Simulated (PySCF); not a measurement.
## Computed structure and properties of YbH3(NH3)

System: YbH3(NH3) (singlet in the valence; each metal's 4f electrons, 13 of them, lie in its core potential, out of spins and levels); start: template (C3v). Method: PySCF 2.14.0, RKS PBE0, Yb lcecp-1-SVP with ECP59, H def2-SVP, N def2-SVP; non-relativistic Hamiltonian with scalar-relativistic core potentials where named; density fitting; no spin-orbit coupling.

Input of the relaxation:

```python
mol = gto.M(atom='''
Yb     0.12170    -0.12170     0.12170
H      1.35580     1.11240     1.35580
H     -1.11240    -1.35580     1.35580
H      1.35580    -1.35580    -1.11240
N     -1.29710     1.29710    -1.29710
H     -1.91030     1.91030    -0.76010
H     -0.76010     1.91030    -1.91030
H     -1.91030     0.76010    -1.91030''',
    basis={'Yb': 'lcecp-1-SVP', 'H': 'def2-SVP', 'N': 'def2-SVP'},
    ecp={'Yb': 'lcecp-1-SVP'},
    charge=0, spin=0)
mf = dft.RKS(mol, xc='PBE0')
mf.grids.atom_grid = (50, 194)  # f atoms: unpruned, at least (60, 302)
mf = mf.density_fit()  # fitting sets: Yb AutoAux, H def2-universal-JKFIT, N def2-universal-JKFIT
mf.conv_tol = 1e-08; mf.max_cycle = 55
mf.kernel(dm0)  # dm0: converged density of the start geometry
# quasi-Newton relaxation in Cartesian coordinates to a largest gradient under 0.00045 Eh/bohr, steps kept in the point group
```

Run from Python with OMP_NUM_THREADS=2; the lines above give its settings. Where DIIS fails, smearing, a level shift and second-order steps follow.
It took 120 s on 2 threads of Intel(R) Xeon(R) Processor @ 2.50GHz (Skylake/Cascade Lake), on a shared host, from the converged density of the start.

Course of the relaxation:

```csv
step,energy above end (eV),largest force component within the symmetry (eV/Å)
0,0.3893,1.002
1,0.1933,0.663
2,0.0363,0.087
3,0.0261,0.091
4,0.0058,0.058
5,0.0029,0.077
6,0.0013,0.070
7,0.0004,0.043
8,0.0001,0.018
9,0.0000,0.005
```

Relaxed geometry (C3v):

```xyz
8

Yb    0.2163   -0.2163    0.2163
H     1.1533    1.2727    1.1533
H    -1.2727   -1.1533    1.1533
H     1.1533   -1.1533   -1.2727
N    -1.1845    1.1845   -1.1845
H    -1.7941    1.7941   -0.6343
H    -0.6343    1.7941   -1.7941
H    -1.7941    0.6343   -1.7941
```

```csv
contact,Å
Yb1–H2 (H),1.993
Yb1–H3 (H),1.993
Yb1–H4 (H),1.993
Yb1–N5 (NH3),2.426
```

On the finer grid (75, 302):

- HOMO: -6.33 eV
- LUMO: -0.22 eV
- Dipole about the centre of mass: 5.49 D
- Set of Mulliken populations of Yb1 outside the core potential: s 2.72, p 6.66, d 1.09, f 0.01
- D3(BJ) dispersion energy (not in the energies): -0.097 eV

| atom | Mulliken (e) | Löwdin (e) | spin (e) |
| --- | --- | --- | --- |
| Yb1 | 0.51 | 0.31 | 0.00 |
| H2 | -0.24 | -0.22 | 0.00 |
| H3 | -0.24 | -0.22 | 0.00 |
| H4 | -0.24 | -0.22 | 0.00 |
| N5 | -0.31 | -0.01 | 0.00 |
| H6 | 0.18 | 0.12 | 0.00 |
| H7 | 0.18 | 0.12 | 0.00 |
| H8 | 0.18 | 0.12 | 0.00 |

The 4f levels lie in the core potential and are missing. Their spin isn't counted.

On the grid (50, 194), as all that follows. Harmonic modes: a minimum within the noise of the softest modes; lowest 56 cm⁻¹ (negative: unstable), highest 3605 cm⁻¹, zero-point energy 1.402 eV.

Taking off one H (charge -1, singlet; the rest: singlet) in vacuum, both parts rigid, costs 9.15 eV; the small basis without counterpoise inflates it. Most of it is the attraction of opposite charges; other ways to part are cheaper, and one spin state was tried for the rest.

Rigid scan of H along the line from its metal:

```
distance to H2 (Å)  energy (eV)
              1.69        0.485
              1.79        0.192
              1.89        0.043
              1.99        0.000
              2.09        0.034
              2.19        0.123
              2.39        0.404
              2.69        0.940
              3.09        1.678
              3.59        2.499
```

Taking off one NH3 (charge 0, singlet; the rest: singlet) in vacuum, both parts rigid, costs 1.60 eV; the small basis without counterpoise inflates it.

Rigid scan of NH3 along the line from its metal:

```csv
distance to N5 (Å),energy (eV)
2.13,0.378
2.23,0.144
2.33,0.031
2.43,0.000
2.53,0.023
2.63,0.080
2.83,0.246
3.13,0.523
3.53,0.837
4.03,1.108
```

One start shape was tried, so this needn't be the lowest isomer.

An lcecp potential fixes the number of 4f electrons, so in runs with it no electron can move into or out of that shell.
